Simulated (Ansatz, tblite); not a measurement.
Cost and result up the ladder for Ba₄S₄ (8 atoms). Charge 0, multiplicity 1. Geometry: r2SCAN-D4/def2-SVP.

```xyz
8

Ba    0.3307    2.4006    0.9116
Ba    2.0267   -1.4652    0.6705
Ba   -2.1640   -1.0116    0.9986
Ba   -0.1933    0.0762   -2.5808
S     0.1896   -0.0743    2.5246
S    -0.3240   -2.3483   -0.8920
S     2.1172    0.9897   -0.9764
S    -1.9828    1.4329   -0.6562
```

Ansatz on 4 threads of Arm Neoverse V2 on a shared host; xTB runs through tblite on one thread. Times are rough, summed over both states, and most runs start from the orbitals of an earlier one. PBE0-D4/def2-TZVP serves as the yardstick here, not as an exact answer. The other state is a triplet at its own geometry.

In the def2 sets Ba takes a core potential; there is no spin–orbit coupling. The xTB rows come from tblite. LC-ωPBE has ω = 0.4 bohr⁻¹. HSE06 is defined as in plane-wave codes, on full-range PBE exchange. Correlated methods freeze 20 core orbitals; core or outer-core shells of Ba are correlated, in sets that lack core-valence functions. The structure comes from a short search, and lower isomers may exist.

xTB has no spin-polarisation term.

```csv
level,functions,wall time,triplet − singlet (eV),difference from PBE0-D4/def2-TZVP (eV)
GFN1-xTB,72,0.029 s,2.05,-0.95
GFN2-xTB,72,0.06 s,1.09,-1.90
PBE-D4/def2-TZVP (with forces),308,26 s,2.73,-0.26
MP2/def2-TZVP,308,34 s,3.48,0.49
HSE06-D4/def2-TZVP,308,45 s,2.93,-0.06
r2SCAN-D4/def2-TZVP,308,55 s,2.97,-0.03
PBE0-D4/def2-TZVP,308,57 s,2.99,0.00
LC-ωPBE/def2-TZVP,308,60 s,3.50,0.51
```
